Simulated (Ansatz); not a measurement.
Computed with Ansatz on PBE0-D4/def2-TZVP structures; ΔE is electronic, products minus reactants. CBS: MP2 limit from def2 TZ/QZ plus the TZ coupled-cluster correction, frozen cores. This one scheme is used for every species. DFT in def2-TZVPP. B3LYP here is the variant with VWN-RPA as its local correlation; programs differ in this. Each species was taken in one conformer, which may not be the lowest.

Consider the ligand exchange at a B–C bond: `C=CB(Cl)CO` + H₂S → `C=CB(S)Cl` + CH₃OH.

Problem. Is it downhill or uphill in electronic energy at CCSD(T)/CBS, and by how much? (Best estimate.)

Solution. Ansatz gave: Downhill: ΔE = -78.0 kJ/mol.

Problem. What do these levels give: PBE-D4, r2SCAN-D4, PBE0-D4, B3LYP-D4, PBE, r2SCAN, PBE0, B3LYP, CCSD/def2-TZVPP, HF/def2-QZVPP, MP2/def2-QZVPP, HF/CBS(def2)? (Estimate.)

Solution. Computed: PBE-D4 -81.7, r2SCAN-D4 -81.0, PBE0-D4 -80.2, B3LYP-D4 -78.2, PBE -81.9, r2SCAN -81.5, PBE0 -80.4, B3LYP -78.0, CCSD/def2-TZVPP -74.7, HF/def2-QZVPP -73.4, MP2/def2-QZVPP -84.0, HF/CBS(def2) -73.3 kJ/mol.

Largest T1 diagnostic among the species: 0.013.

In def2-TZVPP, CCSD(T) changes the Hartree–Fock value by −3.1 kJ/mol (the triples alone add −2.2 kJ/mol) and MP2 by −9.7 kJ/mol.
